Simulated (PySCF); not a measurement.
Vertical excitations of a molecule C₃H₈Se from TDDFT-CAM-B3LYP/def2-SVPD in PySCF 2.14.0, as energy in eV (oscillator strength): 4.75 (0.002), 5.56 (0.033), 6.75 (0.014), 6.81 (0.051), 7.17 (0.029), 7.43 (0.021), 7.60 (0.084), 7.87 (0.005), 8.05 (0.189), 8.10 (0.041). Lowest triplet (TDA): 4.30 eV. Coordinates come from a r2SCAN-D4/def2-SVP optimisation. One conformer was computed; it need not be the lowest.

**Question.** Which structure fits?
A. CC[Se]C
B. CCC[SeH]
C. CC(C)[SeH]

**Answer.** C, CC(C)[SeH]
